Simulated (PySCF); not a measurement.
## Spinor energies of Ru⁴³⁺ (ruthenium, charge +43)

Start: 1s1; 1s1/2 filled at m_j = +1/2. Calculated with PySCF 2.14 in an uncontracted even-tempered set (15 s from 88 bohr⁻², ratio 2.4; 10 p from 110 bohr⁻², ratio 2.4; 3 d from 350 bohr⁻², ratio 2.6; 3 f from 520 bohr⁻², ratio 2.6): generalised Hartree-Fock with the X2C-1e Hamiltonian and a Gaussian nucleus; one run each with spin-orbit coupling (SO) switched off, then screened by Boettger's factors.

```
spinor shell  electrons  ε, spin-free (eV)  ε, screened SO (eV)  weight of nominal j (screened SO)  rms radius, screened SO (bohr)
       1s1/2          1           -27056.0             -27056.0                              1.000                          0.0377
```

```tsv
quantity	spin-free	screened SO
E (hartree)	-994.28919	-994.28919
M_J	1/2	1/2
⟨J²⟩	0.750	0.750
⟨L²⟩	0.000	0.000
⟨S²⟩	0.750	0.750
```

Breit and QED terms are absent; they matter most for the inner s and p1/2 levels.

Densities and radii are taken from the X2C orbitals without a picture-change correction, which distorts them close to the nucleus.

Without spin-orbit coupling the j labels of p, d and f shells carry no meaning; the spin-free column gives the mean over the occupied spinors of each nl shell.
